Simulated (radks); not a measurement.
Effect of the nuclear size on neutral silver, [Kr] 4d10 5s1. Calculated with a radial shooting solver on a logarithmic mesh with Libxc functionals: Dirac Kohn-Sham, BLYP, spin-unpolarised, spherical densities, finite nucleus; Fermi nuclear charge, rms radius 4.5454 fm. The rms radius is varied about that value; shifts are against it.

rms radius (fm)  total energy shift (eV)  density at nucleus (e/bohr^3)  1s1/2 shift (meV)  2s1/2 shift (meV)  3s1/2 shift (meV)  3p1/2 shift (meV)  4s1/2 shift (meV)  4p1/2 shift (meV)  5s1/2 shift (meV)
3.9454                            -0.698                      1.486e+05               -294              -32.8              -6.08              0.367              -1.15              0.068             -0.060
4.2863                            -0.312                      1.469e+05               -131              -14.7              -2.72              0.164             -0.513              0.030             -0.027
4.5454                                 0                      1.458e+05              0.000              0.000              0.000              0.000              0.000              0.000              0.000
4.8818                             0.428                      1.444e+05                180               20.1               3.73             -0.225              0.705             -0.042              0.037
5.3318                              1.04                      1.426e+05                439               49.0               9.08             -0.548               1.72             -0.101              0.089

Slopes of the eigenvalues against <r^2> in GHz/fm^2, as finite differences over the two radii next to the reference (eigenvalue slopes, not the field-shift constants of lines): 1s1/2 13800, 2s1/2 1540, 3s1/2 286, 3p1/2 -17.2, 4s1/2 53.9, 4p1/2 -3.19, 5s1/2 2.81.
